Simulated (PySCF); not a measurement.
Working out the excitation energy of Ne⁺

Ne⁺ [He] 2s2 2p5 (2P) → Ne⁺ [He] 2s2 2p4 3s1 (4P). Calculation: PySCF 2.14, in aug-cc-pwCVDZ (5s4p2d, 27 functions); no relativity, point nucleus. Frozen: 1s2. Energies in hartree (1 hartree = 27.21139 eV):

```csv
part,Ne⁺ (lower),Ne⁺ (upper)
UHF,-127.767046,-126.803599
CCSD correlation,-0.164199,-0.132862
(T),-0.001804,-0.001302
```

Problem. What does Hartree-Fock give?

Solution. (-126.803599) − (-127.767046) = 0.963447 hartree = 26.217 eV.

Problem. What do CCSD and CCSD(T) give?

Solution. The CCSD correlation energies differ by 0.031337 hartree = 0.853 eV and the triples by 0.000502 hartree = 0.014 eV, so CCSD gives 27.070 eV and CCSD(T) 27.084 eV.

Measured between the centres of the two terms (NIST): 27.175 eV, so CCSD(T) (valence) is off by -0.091 eV.

A double-zeta basis recovers only part of the correlation energy.

What remains against the reference includes basis incompleteness, the frozen core and higher excitations.
